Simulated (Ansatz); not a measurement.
Molecule: C5H7Si, net charge -1, singlet state. It need not be the lowest isomer of its formula. Whether it binds its extra electron was not tested at this geometry. 
Geometry from a B3LYP-D3(BJ)/def2-TZVP (Ansatz, a quantum-chemistry and plane-wave program) optimisation:
```
C
C 1 1.3588
H 2 1.0825 1 125.58
C 1 1.4817 2 105.64 3 -179.18
C 4 1.3434 1 111.72 2 0.42
H 5 1.0828 4 127.12 1 179.58
H 4 1.0838 5 125.48 6 -0.48
C 5 1.5044 6 124.24 4 -179.86
H 8 1.1004 5 111.66 6 -59.13
H 8 1.1016 9 105.80 5 -121.53
Si 1 1.9184 2 132.53 3 9.75
H 11 1.5335 1 98.36 2 -32.35
H 11 1.5355 12 96.50 1 97.61
```
Charge -1, spin multiplicity 1.

Basis-set convergence of Hartree-Fock and CCSD correlation energies (hartree) with Ansatz. Cores are frozen in the correlated levels unless marked. No spin-orbit coupling. No relativistic terms. This anion needs diffuse functions, which these sets lack.

The Hartree-Fock reference is unstable (checked in the largest basis), which strains HF and MP2. 

| basis | functions | E(HF) | E(corr, CCSD) |
|---|---|---|---|
| cc-pV(D+d)Z | 128 | -482.29028 | -0.83284 |
| cc-pV(T+d)Z | 287 | -482.35177 | -0.98679 |
| cc-pV(Q+d)Z | 549 | ? | ? |

Q: Complete the blanks.

A: 
- cc-pV(Q+d)Z, E(HF): -482.36940
- cc-pV(Q+d)Z, E(corr, CCSD): -1.03443
